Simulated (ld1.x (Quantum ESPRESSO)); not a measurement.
**What the settings do to the TM potential of Rh**

Base potential:

```json
{
  "Element": "Rh",
  "Generator": "ld1.x (Quantum ESPRESSO) 7.5",
  "Type": "norm-conserving Troullier–Martins (Kleinman–Bylander form)",
  "Functional": "PBEsol",
  "Relativity": "scalar-relativistic",
  "Frozen core": "[Kr]",
  "Valence charge": "9",
  "Reference configuration": "4d8 5s1 5p0",
  "Partial waves": "5s (bound): rc 2.75 bohr; 5p (bound, empty): rc 2.75 bohr; 4d (bound): rc 1.30 bohr; 4f channel at 0.4 Ry: rc 3.00 bohr",
  "Local potential": "the f channel",
  "Core correction": "Bessel-smoothed model core, default radius (core density twice the valence density)"
}
```

Cutoffs, loose and tight: the cutoffs (Ry, on a coarse ladder) from which the occupation-weighted sum of valence levels, in a spherical-Bessel basis at the reference potential, stays within 10 and 1 mRy of its value at 400 Ry. They do not see the model core or the augmentation charge, which bear on the density cutoff. Test errors are all-electron minus pseudo excitation energies from the reference, over the configurations 4d8 5s0 5p0; 4d7 5s0 5p0; 4d6 5s0 5p0; 4d5 5s0 5p0; 4d7 5s1 5p1; 4d7 5s2 5p0; 4d9 5s0 5p0. A dash means not determined; rows that change the core or the reference have their own tests. The largest error is taken over the tests solved by every variant that gives reliable tests at all: 4d5 5s0 5p0; 4d6 5s0 5p0; 4d7 5s0 5p0; 4d8 5s0 5p0; 4d9 5s0 5p0.

A true bound ghost makes a file unfit for plane-wave use even where its test errors are small: the radial tests pick states by their node count and pass the ghost by. Where a test does run into it, the solver fails or the error is huge.

| change | outcome | cutoff, loose | cutoff, tight | bound ghosts | largest test error (meV) |
| --- | --- | --- | --- | --- | --- |
| base | generated | 70 Ry | 80 Ry | s | -568 |
| all radii but the core radius scaled by about 0.78 (s 2.14, p 2.14, d 1.02, f 2.34 bohr) | generated | 140 Ry | 230 Ry | s, p | +240 |
| all radii but the core radius scaled by about 0.86 (s 2.38, p 2.38, d 1.12, f 2.58 bohr) | generated | 80 Ry | 110 Ry | s | -533 |
| all radii but the core radius scaled by about 1.16 (s 3.18, p 3.18, d 1.50, f 3.46 bohr) | generated | 60 Ry | 80 Ry | none | -774 |
| all radii but the core radius scaled by about 1.25 (s 3.44, p 3.44, d 1.62, f 3.74 bohr) | generated | 55 Ry | 70 Ry | none | -989 |

What comes out with this change to the base: all radii but the core radius scaled by about 1.35 (s 3.70, p 3.70, d 1.76, f 4.04 bohr)?

outcome: generated; cutoff, loose: 55 Ry; cutoff, tight: 70 Ry; bound ghosts: none; largest test error (meV): -1279.

What comes out with this change to the base: all radii but the core radius scaled by about 1.08 (s 2.98, p 2.98, d 1.40, f 3.24 bohr)?

outcome: generated; cutoff, loose: 60 Ry; cutoff, tight: 80 Ry; bound ghosts: none; largest test error (meV): -636.

Reading the sweep of the scale of all radii but the core radius (base = 1) (base included, trends over the rows without a ghost): The loose cutoff stays near 55 Ry. The median size of the test errors (rows with all tests solved) is not monotonic: lowest 25.6 meV at 1.16, highest 68.7 meV at 1.35. Bound ghosts are found at 0.78, 0.86, 1.
